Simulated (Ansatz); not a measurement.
`C[CH2][Mg][CH2]C` + `C[SiH2]C#N` → `CC[SiH2]C#N` + `C[CH2][Mg][CH3]`  (formal exchange of groups at a C–C bond)

Program: Ansatz. Geometries: PBE0-D4/def2-TZVP. ΔE: electronic, gas phase. CCSD(T)/CBS adds triple-zeta CCSD(T) − MP2 to the extrapolated MP2 energy (def2 sets, frozen cores). Functionals use def2-TZVPP. B3LYP here is the variant with VWN-RPA as its local correlation; programs differ in this. HSE06 is defined as in plane-wave codes. For Mg outer-core shells are correlated without core-valence functions, which leaves a few kJ/mol of doubt a bond. One conformer a species, not always the lowest.

`C[CH2][Mg][CH2]C`:

Cartesian coordinates in Å:
```
C 0.254 2.789 0.522
C -0.103 1.656 1.488
Mg -0.172 -0.281 0.665
C -0.235 -2.209 -0.179
C 0.046 -2.300 -1.681
H -0.460 2.866 -0.305
H 0.273 3.773 1.008
H 1.240 2.647 0.068
H -1.075 1.866 1.953
H 0.609 1.649 2.323
H -1.220 -2.645 0.036
H 0.475 -2.845 0.366
H 1.040 -1.920 -1.936
H -0.001 -3.329 -2.060
H -0.671 -1.718 -2.269
```

`C[SiH2]C#N`:

Cartesian coordinates in Å:
```
C -0.258 -1.217 0.202
Si 0.412 0.509 0.371
C -0.206 1.533 -1.047
N -0.601 2.149 -1.936
H 0.074 -1.669 -0.734
H -1.349 -1.210 0.214
H 0.093 -1.838 1.029
H 1.892 0.557 0.300
H -0.057 1.186 1.603
```

`CC[SiH2]C#N`:

```xyz
12

C     0.928   -1.099   -0.566
C    -0.326   -0.859    0.270
Si   -0.518    0.907    0.839
C    -0.566    1.998   -0.662
N    -0.588    2.643   -1.616
H     1.003   -2.144   -0.872
H     1.835   -0.853   -0.008
H     0.925   -0.489   -1.472
H    -0.325   -1.492    1.164
H    -1.225   -1.130   -0.293
H     0.639    1.372    1.642
H    -1.782    1.148    1.575
```

`C[CH2][Mg][CH3]`:

Cartesian coordinates in Å:
```
C -1.843 -1.195 -0.336
C -0.514 -1.257 0.423
Mg 0.767 0.397 0.198
C 2.033 2.042 -0.034
H -1.695 -1.106 -1.417
H -2.464 -2.085 -0.179
H -2.449 -0.335 -0.034
H -0.712 -1.395 1.494
H 0.035 -2.159 0.124
H 1.489 2.990 0.041
H 2.533 2.039 -1.008
H 2.819 2.065 0.728
```

```tsv
level	ΔE (kJ/mol)	difference from CCSD(T)/CBS
r2SCAN-D4	-15.6	-0.1
r2SCAN0-D4	-15.8	-0.3
CAM-B3LYP-D4	-15.7	-0.2
B3LYP	-12.0	3.5
r2SCANh	-15.1	0.4
r2SCAN0	-15.2	0.3
HSE06	-13.2	2.3
CAM-B3LYP	-13.7	1.8
LC-ωPBE	-14.3	1.2
RPA@PBE/def2-TZVPP	-13.4	2.1
HF/def2-SVP	-11.7	3.8
MP2/def2-SVP	-14.2	1.3
CCSD/def2-TZVPP	-14.5	1.0
MP2/def2-QZVPP	-16.0	-0.5
SCS-MP2/def2-QZVPP	-14.8	0.7
MP2/CBS(def2)	-16.3	-0.8
CCSD(T)/CBS	-15.5	0
```

Largest T1 diagnostic among the species: 0.012.

The D4 term adds −3.2 kJ/mol with B3LYP and −1.8 kJ/mol with PBE0; it sums over pairs of atoms, weighted by their polarisabilities, and B3LYP, whose exchange is more repulsive, gets the larger term. Leaving LDA and LC-ωPBE aside and taking each functional with its dispersion term where it has one, the values, not all of them listed here, spread over 2.5 kJ/mol, from ωB97M-V to B2PLYP. LDA lies −3.6 kJ/mol from PBE without D4.
